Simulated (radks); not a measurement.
All-electron atom: Nb in [Kr] 4d4 5s1.

All-electron calculation, Dirac Kohn-Sham, PBEsol, spin-unpolarised, spherical densities, finite nucleus; open shells are shared between the two j in proportion to 2j + 1; Fermi nuclear charge, rms radius 4.324 fm. Program: a radial shooting solver on a logarithmic mesh with Libxc functionals.

Energy parts (hartree):
total: -3817.94683
kinetic: 3951.68661
electron-nucleus: -9222.54035
Hartree: 1569.63231
exchange-correlation: -116.72541

Orbitals (lengths in bohr, moments of r in powers of bohr):
orbital,occ.,eigenvalue (hartree),<r>
1s1/2,2,-690.4197,0.03611
2s1/2,2,-96.56052,0.1578
2p1/2,2,-88.63313,0.1346
2p3/2,4,-85.11682,0.1391
3s1/2,2,-16.10185,0.4434
3p1/2,2,-13.11736,0.4388
3p3/2,4,-12.54756,0.4494
3d3/2,4,-7.27220,0.4311
3d5/2,6,-7.16608,0.4346
4s1/2,2,-2.14330,1.159
4p1/2,2,-1.31998,1.282
4p3/2,4,-1.24251,1.314
4d3/2,1.6,-0.11578,2.194
4d5/2,2.4,-0.11008,2.229
5s1/2,1,-0.14749,3.702

The highest occupied level is 4d5/2 at -2.996 eV. The electron density at the nucleus is 8.236e+04 e/bohr^3.
